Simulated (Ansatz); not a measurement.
Mulliken charges of F2GeH2S2 (`[F][Ge]([F])([SH])[SH]`) from B3LYP/def2-TZVPP in Ansatz (PBE0-D4/def2-TZVP geometry).

```tsv
atom	x (Å)	y (Å)	z (Å)	charge (e)
F1	1.044	-1.521	1.071	-0.352
Ge2	0.211	-0.388	0.080	0.944
F3	-0.991	-1.351	-0.696	-0.355
S4	-0.844	1.138	1.236	-0.256
S5	1.714	0.386	-1.297	-0.240
H6	-1.937	0.359	1.340	0.134
H7	0.864	1.309	-1.781	0.126
```

Question: By hand: the dipole of these point charges (1 e Å = 4.8032 D).

Answer: Σ q r = (-0.162, 0.478, -0.104) e Å, of length 0.515 e Å = 2.47 D.

Question: How does the dipole of the full density compare? (Estimate.)

Answer: Computed: (-0.149, 0.462, -0.096) e Å, 2.38 D; the point charges give 1.04 times that, at 1° from its direction.

Point charges leave out the atoms' own dipoles, such as those of lone pairs, and Mulliken's split depends on the basis, so the close match here is no proof of good charges.

B3LYP here is the variant with VWN-RPA as its local correlation; programs differ in this.
